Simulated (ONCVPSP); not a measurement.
silicon (Si), ONCV: configuration errors across variants

- Element: silicon
- Generator: ONCVPSP 4.0.1
- Type: optimised norm-conserving Vanderbilt (ONCV)
- Functional: PBE
- Relativity: scalar-relativistic
- Frozen core: [Ne]
- Valence charge: 4
- Reference configuration: 3s1.75 3p2.25
- Partial waves: 3s: rc 1.75 bohr, ncon 3, nbas 7, qcut 4.6 1/bohr, 2 projectors, debl 2 Ha; 3p: rc 1.60 bohr, ncon 4, nbas 8, qcut 4.4 1/bohr, 2 projectors, debl 2.8 Ha
- Local potential: polynomial inside 1.50 bohr (lpopt 5, dvloc0 0 Ha)
- Core correction: none

All-electron excitation energies from the reference (eV): (1) 3s2 3p2 -1.688; (2) 3s2 3p1 6.052; (3) 3s2 3p0 22.045; (4) 3s1 3p0 56.016.

A true bound ghost makes a file unfit for plane-wave use even where its test errors are small: the radial tests pick states by their node count and pass the ghost by.

Errors AE − PS in meV (a dash: test not solved or not reliable):

```
      change   (1)   (2)   (3)  (4)  bound ghosts  GHOST(+) flags above zero
        base  +0.1  -2.3  -9.3  +55          none                          s
p: debl 0.25  +0.1  -2.4  -9.3  +55             p                       s, p
p: debl 0.65  +0.1  -2.4  -9.3  +55          none                       s, p
p: debl 1.35  +0.1  -2.4  -9.3  +55          none                       s, p
p: debl 2.55  +0.1  -2.3  -9.3  +55          none                          s
p: debl 5.25  +0.2  -2.2  -9.3  +55          none                          s
```

Task: Give the same row for: p: debl 0.3.

Result: +0.1, -2.4, -9.3, +55; bound ghosts: none; GHOST(+) flags above zero: s, p.
